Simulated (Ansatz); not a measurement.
C$_{4}$H$_{11}$In, charge -1, doublet, at the geometry of the source list (a state made from the parent by changing its charge; the spin is typed, not shown lowest) (all electrons, no relativity) (a gas-phase anion, which may not be bound at this level); Ansatz (a program for electronic structure) with PBE/STO-3G.

Here is a job for Ansatz.
Ansatz 0.2 input:
```yaml
crystal:
  periodic: [false, false, false]
  atoms:
    - {symbol: In, position_ang: [0.03330000, 0.54080000, 0.40290000]}
    - {symbol: C, position_ang: [1.56490000, 1.73040000, -0.73980000]}
    - {symbol: H, position_ang: [2.54730000, 1.26800000, -0.64990000]}
    - {symbol: H, position_ang: [1.61210000, 2.74540000, -0.34740000]}
    - {symbol: H, position_ang: [1.29910000, 1.77500000, -1.79570000]}
    - {symbol: C, position_ang: [-1.47530000, 1.59630000, 1.69950000]}
    - {symbol: H, position_ang: [-2.29370000, 0.92340000, 1.95220000]}
    - {symbol: H, position_ang: [-1.87420000, 2.46290000, 1.17270000]}
    - {symbol: H, position_ang: [-1.00200000, 1.93730000, 2.61980000]}
    - {symbol: C, position_ang: [-0.00770000, -1.72390000, 0.22710000]}
    - {symbol: C, position_ang: [-0.09270000, -2.17200000, -1.22770000]}
    - {symbol: H, position_ang: [-0.86620000, -2.09640000, 0.79260000]}
    - {symbol: H, position_ang: [0.89640000, -2.12900000, 0.69020000]}
    - {symbol: H, position_ang: [0.75630000, -1.79150000, -1.79940000]}
    - {symbol: H, position_ang: [-1.00820000, -1.80430000, -1.69480000]}
    - {symbol: H, position_ang: [-0.08920000, -3.26230000, -1.30220000]}
basis:
  gaussian:
    orbitals: STO-3G
hamiltonian:
  xc: pbe
total_charge: -1
magnetization: {spin_polarized: true, initial_magnetization: 1}
```

What the program printed (banner, timings and long lists left out):

```
Functional definition: PBE
796 factors; integrals over basis functions are off by at most 7.3e-5 eV
mean field evaluation 1: about -158941.4501 eV, gradient 1.1e1 eV
mean field evaluation 2: about -158941.6924 eV, gradient 1.1e1 eV
mean field evaluation 4: about -158942.5697 eV, gradient 5.8e-1 eV
mean field evaluation 8: about -158942.3920 eV, gradient 5.7e-2 eV
mean field -158942.39201444 eV, -5841.0251715080 hartree, gradient 6.5e-5 eV, S^2 0.756218; 0 other end points of the search recorded, 0 dependent functions left out
reference -158942.39204541 eV, -5841.0251726461 hartree; 43, 42 occupied and 15, 16 virtual orbitals, 796 factors
Total energy: -158942.39204541 eV, -5841.0251726461 hartree
```
